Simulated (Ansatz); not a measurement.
`[F][Ga]([SH])[SeH]` → F• + Ga• + 2 H• + S• + Se•  (atomization)

Calculated with Ansatz (gas phase, PBE0-D4/def2-TZVP geometries, no zero-point term in ΔE). CCSD(T)/CBS adds triple-zeta CCSD(T) − MP2 to the extrapolated MP2 energy (def2 sets, frozen cores). This one scheme is used for every species, atoms too. DFT in def2-TZVPP. B3LYP here is the variant with VWN-RPA as its local correlation; programs differ in this. Open shells (•) are unrestricted, without spin–orbit coupling. Spin–orbit coupling would lower the free atoms: a little for F, S; clearly for Ga, Se. Bonds to Ga, Se are less sure, by a few kJ/mol each and by 10 to 20 or more in all where they break to atoms, as the def2 sets lack core-valence functions. Scalar relativity is left out up to krypton. Each species was taken in one conformer, which may not be the lowest.

`[F][Ga]([SH])[SeH]`:

Cartesian coordinates in Å:
```
F 1.218 0.320 -1.740
Ga 0.202 -0.071 -0.367
S -0.088 1.520 1.101
Se -0.666 -2.204 -0.330
H 0.689 2.364 0.397
H -1.355 -1.930 0.939
```

| level | ΔE (kJ/mol) |
| --- | --- |
| B3LYP-D4 | 1708.4 |
| PBE | 1750.4 |

Question: What does CCSD(T)/CBS give? (Estimate.)

Answer: Computed: +1757.2 kJ/mol. The listed levels differ from it by -48.8, -6.8 kJ/mol.

Largest T1 diagnostic among the species: 0.013.

From BLYP to BHLYP (50 % exact exchange), in def2-TZVPP and without D4, ΔE moves by −49.1 kJ/mol: exact exchange takes away binding that semilocal exchange gives to molecules. In def2-TZVPP, CCSD(T) changes the Hartree–Fock value by +512.4 kJ/mol (the triples alone add +39.0 kJ/mol) and MP2 by +562.2 kJ/mol; breaking electron pairs costs correlation energy, which Hartree–Fock lacks. At CCSD(T), def2-SVP lies −144.5 kJ/mol from the extrapolated value and def2-TZVPP −50.5 kJ/mol: correlation converges slowly with the basis, and small sets miss more of it in the bonded molecule than in its fragments.

For atomizations the MP2-based limit and the directly extrapolated one differ by several kJ/mol either way, and by 10 to 25 for some Ge, Se and Sn compounds, so smaller differences from it don't rank the levels.
